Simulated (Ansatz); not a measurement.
The same path of F3GeH + H2O (8 atoms, charge 0, multiplicity 1) was run twice with different band settings. Lost on the way: Ge1–H2, H6–O7. Made: H2–H6.

The calculation used RKS PBE0-D4/def2-SVP in Ansatz 0.2.0.

Relaxed end points:

```xyz
8
Properties=species:S:1:pos:R:3
Ge -0.867 0.140 -0.013
H -1.166 -0.938 1.007
F -0.305 -0.337 -1.580
F -2.390 0.835 -0.439
F -0.025 1.562 0.509
H 1.628 -0.822 -0.507
O 1.353 -0.641 0.402
H 1.773 0.202 0.622
```

```xyz
8
Properties=species:S:1:pos:R:3
Ge -0.221 0.790 -0.183
H -0.698 -2.414 0.015
F -0.269 0.204 -1.786
F -1.702 0.378 0.548
F -0.107 2.494 -0.287
H 0.006 -2.304 0.281
O 1.100 0.151 0.736
H 1.891 0.701 0.676
```

Common settings: movable images 7; climbing image yes; spring 5.0 eV/Å²; optimiser quadratic models (default); start path through a guess of the saddle point; iteration limit 60; end points relaxed.

| run | force threshold |
| --- | --- |
| 1 | 0.03 eV/Å |
| 2 | 0.5 eV/Å |

Problem. What does each run give, and how far can it be trusted?

Solution. Run 1: converged after 23 iterations, highest image 2.023 eV above the first end. A vibrational analysis at the climbing image gives one clearly imaginary mode, 1408i cm⁻¹: a first-order saddle point.
Run 2: converged after 13 iterations, highest image 2.087 eV above the first end. The threshold of 0.5 eV/Å is loose, so the images may lie well off the minimum-energy path. The order of the stationary point at the top wasn't checked.
The orbitals stay closed-shell, which can raise the energy where a bond breaks towards radicals; this wasn't checked here.
